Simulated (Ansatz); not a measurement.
CH6FNOSi (`C[Si](N)(O)F`), one more setting.

```yaml
crystal:
  periodic: [false, false, false]
  atoms:
    - {symbol: C, position_ang: [-1.063297, 0.887805, -0.510859]}
    - {symbol: Si, position_ang: [0.229876, -0.084829, 0.381155]}
    - {symbol: N, position_ang: [1.299875, -0.800591, -0.715362]}
    - {symbol: O, position_ang: [-0.341570, -1.305177, 1.311819]}
    - {symbol: F, position_ang: [0.932422, 0.941172, 1.403739]}
    - {symbol: H, position_ang: [-0.609971, 1.645989, -1.154996]}
    - {symbol: H, position_ang: [-1.715103, 1.405039, 0.196819]}
    - {symbol: H, position_ang: [-1.678753, 0.234494, -1.132132]}
    - {symbol: H, position_ang: [1.609732, -0.334311, -1.549918]}
    - {symbol: H, position_ang: [1.914582, -1.548111, -0.441014]}
    - {symbol: H, position_ang: [-0.512393, -1.098480, 2.231250]}
basis:
  gaussian: {orbitals: pcseg-2, point_charges: [{charge: 0.50, position_ang: [4.556, 0.345, 0.408]}]}
magnetization: {spin_polarized: true, initial_magnetization: 0}
hamiltonian: {xc: {name: SPW92}}
output: {forces: true}
```

```sh
$ ansatz run in.yaml --threads 4 --pin off --events-out ev --progress --plain --max-ram 10444MiB
```

It prints (some lines left out):

```
Functional definition: SPW92
1191 factors; their error is unknown
mean field evaluation 1: about -15165.4680 eV, gradient 8.0e1 eV
mean field evaluation 2: about -15111.5387 eV, gradient 1.3e2 eV
mean field evaluation 4: about -15188.2150 eV, gradient 1.4e1 eV
mean field evaluation 8: about -15188.8892 eV, gradient 2.7e-1 eV
mean field evaluation 16: about -15188.8309 eV, gradient 3.0e-4 eV
mean field -15188.83088350 eV, -558.1792396091 hartree, gradient 4.4e-5 eV, S^2 0.000000; 0 other end points of the search recorded, 0 dependent functions left out
reference -15188.83092727 eV, -558.1792412180 hartree; 25, 25 occupied and 213, 213 virtual orbitals, 1191 factors
Total energy: -15188.83092727 eV, -558.1792412180 hartree
Atom 0 at    -1.063297     0.887805    -0.510859 Å, force     0.487481    -0.299122     0.247700 eV/Å
Atom 1 at     0.229876    -0.084829     0.381155 Å, force    -0.799227     0.008682    -0.020834 eV/Å
Atom 2 at     1.299875    -0.800591    -0.715362 Å, force     0.030848     0.312597     0.451685 eV/Å
Atom 3 at    -0.341570    -1.305177     1.311819 Å, force     0.376949     0.093544    -0.720488 eV/Å
Atom 4 at     0.932422     0.941172     1.403739 Å, force     0.216915    -0.016531    -0.017699 eV/Å
Atom 5 at    -0.609971     1.645989    -1.154996 Å, force     0.101885     0.207110    -0.173525 eV/Å
Atom 6 at    -1.715103     1.405039     0.196819 Å, force    -0.149930     0.122914     0.197008 eV/Å
Atom 7 at    -1.678753     0.234494    -1.132132 Å, force    -0.153199    -0.185150    -0.152956 eV/Å
Atom 8 at     1.609732    -0.334311    -1.549918 Å, force     0.000626     0.188856    -0.522561 eV/Å
Atom 9 at     1.914582    -1.548111    -0.441014 Å, force     0.146437    -0.537257     0.088931 eV/Å
Atom 10 at    -0.512393    -1.098480     2.231250 Å, force    -0.164965     0.073481     0.584402 eV/Å
Dipole moment:    -0.161949     0.007746    -0.172685 e Å
```

Hardware: 4 threads of an Intel Xeon 6975P-C on a shared host. Wall time 1.1 s, peak host memory 0.44 GiB.
